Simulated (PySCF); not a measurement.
# Ionisation energy of Nd⁵⁴⁺ by level of theory

Nd⁵⁴⁺ [He] 2s2 2p2 (3P) → Nd⁵⁵⁺ [He] 2s2 2p1 (2P), as a difference of total energies. Calculation: PySCF 2.14, in an even-tempered Gaussian basis (17 s from 30 bohr⁻², ratio 2.2; 10 p from 39 bohr⁻², ratio 2.2; 5 d from 150 bohr⁻², ratio 2.4; 5 f from 220 bohr⁻², ratio 2.4; 4 g from 330 bohr⁻², ratio 2.4); the non-relativistic Hamiltonian (point nucleus). Correlated levels: nothing frozen; virtual orbitals above 40 to 60 times the deepest correlated orbital energy dropped. The calculations carry no spin-orbit coupling.

```
                 method  ionisation energy (eV)
                    UHF                 10767.9
                    LDA                 10761.8
                    PBE                 10765.7
                   PBE0                 10766.5
                 r2SCAN                 10770.4
                r2SCANh                 10770.2
                 revPBE                 10765.4
    MP2 (all electrons)                 10765.9
SCS-MP2 (all electrons)                 10765.2
```

Spin-orbit coupling is strong in these open shells (close to jj coupling). The scalar numbers leave it out and a first-order estimate fails, so it can dominate the gap to the real levels.

The gap to the reference is mostly relativistic.

For comparison: 11384 ± 5 eV (theoretical estimate listed by NIST; NIST Atomic Spectra Database, ionization energies).
